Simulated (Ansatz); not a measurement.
Si₅₀H₅₄, a nanocrystal cut from hexagonal silicon. Charge 0, multiplicity 3. Geometry PBE-D4/def2-SVP, that of the neutral singlet; atoms count from 1.

```xyz
104

Si   -1.888   -4.665   -2.213
Si   -0.586   -5.165   -0.317
Si    2.061   -4.576   -3.112
Si    1.720   -5.112   -0.848
Si   -3.353   -3.712    1.900
Si   -1.060   -3.576    1.349
Si    0.210   -4.048    3.270
Si    2.781   -3.474    0.465
Si    2.517   -3.993    2.744
Si   -0.308   -2.445    4.914
Si    3.640   -2.359    4.007
Si   -2.501   -2.012   -4.938
Si   -1.259   -2.548   -3.018
Si    1.048   -2.496   -3.540
Si   -4.066   -1.102   -0.807
Si   -4.343   -1.628    1.471
Si   -1.769   -0.975   -1.351
Si   -0.478   -1.440    0.554
Si    2.094   -0.836   -2.251
Si    1.827   -1.371    0.022
Si    4.364   -0.605   -2.863
Si    5.862   -0.789   -1.055
Si   -3.271    0.014    2.774
Si   -0.976    0.137    2.220
Si    0.325   -0.324    4.120
Si    2.887    0.277    1.321
Si    2.629   -0.276    3.588
Si    5.171    0.526    0.772
Si   -0.134    1.314    5.739
Si   -2.051    0.156   -5.743
Si    0.166    0.516   -6.482
Si   -4.852    1.531   -3.498
Si   -5.102    0.967   -1.230
Si   -2.550    1.678   -4.021
Si   -1.233    1.167   -2.139
Si    1.327    1.857   -4.929
Si    1.066    1.232   -2.676
Si   -4.042    2.607    0.085
Si   -4.304    2.088    2.366
Si   -1.743    2.724   -0.462
Si   -0.440    2.281    1.436
Si    2.123    2.873   -1.366
Si    1.863    2.349    0.912
Si   -3.266    3.760    3.650
Si   -0.977    3.887    3.069
Si    0.329    3.498    4.986
Si    2.898    4.061    2.149
Si    2.598    3.931    4.484
Si   -1.187    4.865   -1.250
Si    1.118    4.960   -1.793
H    -1.694   -5.710   -3.285
H    -3.350   -4.636   -1.838
H    -0.933   -6.536    0.216
H     1.473   -5.636   -4.011
H     3.540   -4.475   -3.395
H     2.326   -6.461   -0.536
H    -4.005   -4.794    1.073
H    -3.499   -4.085    3.356
H    -0.149   -5.434    3.753
H     4.252   -3.430    0.125
H     3.112   -5.357    3.009
H    -1.793   -2.449    5.183
H     0.409   -2.754    6.206
H     3.578   -2.679    5.481
H     5.089   -2.298    3.592
H    -2.227   -3.029   -6.018
H    -3.971   -2.080   -4.595
H     1.214   -2.158   -5.003
H    -4.716   -2.175   -1.650
H    -5.819   -1.632    1.800
H     4.711   -1.632   -3.914
H     4.542    0.759   -3.482
H     5.984   -2.230   -0.634
H     7.225   -0.319   -1.503
H    -3.409   -0.340    4.237
H     3.306    0.781    4.429
H     6.018    0.202    1.979
H     5.409    1.975    0.423
H    -1.602    1.248    6.088
H     0.656    1.022    6.991
H    -2.988    0.408   -6.903
H     0.895   -0.772   -6.762
H     0.088    1.291   -7.776
H    -5.496    0.481   -4.371
H    -5.522    2.853   -3.783
H    -6.560    0.881   -0.844
H    -2.222    3.086   -4.462
H     2.794    1.923   -5.273
H     0.761    3.251   -5.066
H    -4.670    3.954   -0.195
H    -5.776    1.981    2.690
H     3.596    2.911   -1.704
H    -3.391    3.442    5.121
H    -3.927    5.093    3.400
H    -0.676    5.256    2.505
H    -0.110    4.451    6.076
H     4.365    4.124    1.802
H     2.268    5.362    1.711
H     3.527    2.926    5.112
H     2.934    5.288    5.056
H    -2.015    5.182   -2.471
H    -1.508    5.890   -0.191
H     1.282    5.320   -3.249
H     1.789    6.031   -0.970
```

Single mean-field runs in def2-SVP are fitted with def2-universal-jkfit. At PBE0-D4/def2-SVP a singlet of charge 0 lies 3.64 eV below the triplet at the same geometry.

Problem. Estimate the Mulliken populations of the heavy atoms from the PBE0/def2-SVP orbitals of Ansatz.

Solution. 
```
atom  charge (e)  spin (α − β)
 Si1        0.15          0.00
 Si2        0.02          0.03
 Si3        0.12          0.00
 Si4       -0.04          0.02
 Si5        0.19          0.00
 Si6       -0.26         -0.01
 Si7        0.02          0.03
 Si8        0.00          0.00
 Si9       -0.04          0.02
Si10        0.15          0.00
Si11        0.12          0.00
Si12        0.17          0.03
Si13       -0.23          0.08
Si14        0.04          0.04
Si15        0.01          0.01
Si16       -0.05          0.02
Si17       -0.09          0.09
Si18       -0.01          0.15
Si19       -0.16          0.04
Si20       -0.08          0.08
Si21        0.12          0.00
Si22        0.04          0.00
Si23        0.01          0.01
Si24       -0.09          0.09
Si25       -0.23          0.08
Si26       -0.16          0.04
Si27        0.04          0.04
Si28        0.12          0.00
Si29        0.17          0.03
Si30       -0.07          0.03
Si31        0.09          0.02
Si32        0.15          0.01
Si33       -0.05          0.01
Si34       -0.05          0.08
Si35       -0.07          0.09
Si36        0.12          0.03
Si37       -0.15          0.06
Si38        0.03          0.01
Si39       -0.05          0.01
Si40       -0.19          0.15
Si41       -0.07          0.09
Si42        0.00          0.08
Si43       -0.15          0.06
Si44        0.15          0.01
Si45       -0.05          0.08
Si46       -0.07          0.03
Si47        0.12          0.03
Si48        0.08          0.02
Si49        0.14         -0.01
Si50        0.09          0.00
```
Mulliken values depend strongly on the basis.

Problem. Where does the spin sit?

Solution. Summed by element: Si 1.79, H 0.21, of 2 unpaired in all. Largest on single atoms: Si18 0.15, Si40 0.15, Si24 0.09.

Problem. And the Mayer bond orders between heavy atoms (over 0.3, the first 40 of 73)?

Solution. Si1–Si2 0.94 (2.35 Å); Si1–Si13 0.91 (2.35 Å); Si2–Si4 0.92 (2.37 Å); Si2–Si6 0.92 (2.35 Å); Si3–Si4 0.94 (2.35 Å); Si3–Si14 0.94 (2.35 Å); Si4–Si8 0.92 (2.35 Å); Si5–Si6 0.90 (2.36 Å); Si5–Si16 0.93 (2.35 Å); Si6–Si7 0.92 (2.35 Å); Si6–Si18 0.93 (2.35 Å); Si7–Si9 0.92 (2.37 Å); Si7–Si10 0.94 (2.35 Å); Si8–Si9 0.92 (2.35 Å); Si8–Si20 0.92 (2.35 Å); Si9–Si11 0.94 (2.35 Å); Si10–Si25 0.91 (2.35 Å); Si11–Si27 0.94 (2.35 Å); Si12–Si13 0.89 (2.35 Å); Si12–Si30 0.94 (2.36 Å); Si13–Si14 0.92 (2.37 Å); Si13–Si17 0.91 (2.35 Å); Si14–Si19 0.92 (2.35 Å); Si15–Si16 0.91 (2.35 Å); Si15–Si17 0.91 (2.36 Å); Si15–Si33 0.93 (2.35 Å); Si16–Si23 0.91 (2.35 Å); Si17–Si18 0.80 (2.35 Å); Si17–Si35 0.97 (2.34 Å); Si18–Si20 0.95 (2.37 Å); Si18–Si24 0.80 (2.35 Å); Si19–Si20 0.86 (2.35 Å); Si19–Si21 0.90 (2.36 Å); Si19–Si37 0.95 (2.35 Å); Si20–Si26 0.86 (2.35 Å); Si21–Si22 0.95 (2.36 Å); Si22–Si28 0.95 (2.36 Å); Si23–Si24 0.91 (2.36 Å); Si23–Si39 0.93 (2.35 Å); Si24–Si25 0.91 (2.35 Å).
